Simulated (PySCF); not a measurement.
## Working with the constants of BiF⁻

B2PLYP constants of BiF⁻, ²Π (doublet), unpaired electrons π ↑ (Bi aug-cc-pVDZ-PP with ECP60, F aug-cc-pVDZ; scalar-relativistic core potentials (PySCF 2.14); masses 208.9804 and 18.9984 u):

- ωe: 433.0 cm⁻¹
- ωexe: 2.55 cm⁻¹
- Be: 0.20852 cm⁻¹
- αe: 0.00158 cm⁻¹
- De to Bi + F⁻: 1.53 eV

(1) What force constant and bond length do these constants imply?

(2) Estimate the centrifugal constant D from the Kratzer relation and find the Dunham coefficient a1.

Correlated steps freeze 5 core orbitals. These are scalar-relativistic numbers at best; spin–orbit coupling would shift them, the dissociation energy most. For an ion De counts to the pair picked by the measured ionisation energies or electron affinities, which need not be the lowest pair at this level. B2PLYP dipoles, levels and charges come from its SCF part alone. The state is the lowest determinant that a PBE0 search found; another state may lie lower at other levels.

Results:

(1) Reduced mass μred = 17.415 u; k = 5.8918×10⁻⁷·μred·ωe² (u, cm⁻¹, mdyn/Å) = 1.92 mdyn/Å; Re = √(16.8576/(μred·Be)) (u, cm⁻¹, Å) = 2.155 Å.

(2) D = 4Be³/ωe² = 1.93e-07 cm⁻¹; a1 = −1 − αeωe/(6Be²) = -3.62.
